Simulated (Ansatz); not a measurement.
`OC(O)(Cl)[SiH2]Cl`, charge 0, multiplicity 1.

Task: Give a relaxed structure at PBE0-D4/def2-TZVP (Ansatz 0.2.0). (Best estimate.)

Result: The calculation gave: 
Z-matrix (Å, degrees):
```
C
O 1 1.387
Cl 1 1.821 2 104.7
O 1 1.368 2 112.6 3 -120.3
Si 1 1.908 2 114.6 3 112.9
H 2 0.967 1 107.1 3 -169.1
H 4 0.967 1 108.3 2 48.8
Cl 5 2.061 1 105.7 2 55.0
H 5 1.476 1 110.8 2 173.6
H 5 1.475 1 109.0 2 -61.0
```
This is one stationary point; other conformers may exist.
